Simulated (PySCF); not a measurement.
Isomers of C8H7FS, one conformer each; single-point electronic energies without zero-point terms and without any empirical dispersion term.

Computed with PySCF at PBE0/pcSseg-1, non-relativistic, each on one gas-phase PBE0-D3(BJ)/def2-SVP geometry that isn't relaxed in the solvent. The solvent is an IEF-PCM continuum (van der Waals radii × 1.2). Specific hydrogen bonds and non-electrostatic terms are outside this model.

| isomer | relative energy, gas (kcal/mol) | dipole (D) |
| --- | --- | --- |
| `c1c2c(ccc1)[C@@H](F)CS2` | 0.0 | 0.62 |
| `C=CC1=CC(F)=C(S)C=C1` | 18.7 | 1.07 |
| `c1c(cc(s1)/C=C\C=C)F` | 40.3 | 1.27 |

Problem. How do the relative energies look in chloroform (ε = 4.711)?

Solution. 
| isomer | relative energy, solvent (kcal/mol) | E(solvent) − E(gas) (kcal/mol) | dipole in solvent (D) |
| --- | --- | --- | --- |
| `c1c2c(ccc1)[C@@H](F)CS2` | 0.0 | -3.6 | 0.68 |
| `C=CC1=CC(F)=C(S)C=C1` | 18.7 | -3.6 | 1.31 |
| `c1c(cc(s1)/C=C\C=C)F` | 40.7 | -3.2 | 1.47 |

The order is unchanged. Conformers: `[F:1][C@H:2]1[CH2:3][S:4][c:5]2[cH:6][cH:7][cH:8][cH:9][c:10]21` with F1–C2–C3–S4 156°, C2–C3–S4–C5 -28°, C3–S4–C5–C6 -165°, F1–C2–C10–C9 36°; `[CH2:1]=[CH:2][c:3]1[cH:4][cH:5][c:6]([SH:7])[c:8]([F:9])[cH:10]1` with C1–C2–C3–C4 -179°, C5–C6–S7–H 180°; `[CH2:1]=[CH:2]/[CH:3]=[CH:4]\[c:5]1[cH:6][c:7]([F:8])[cH:9][s:10]1` with C1–C2–C3–C4 180°, C3–C4–C5–C6 -179°. The gains span 0.4 kcal/mol, the gas-phase energies 40.3 kcal/mol.
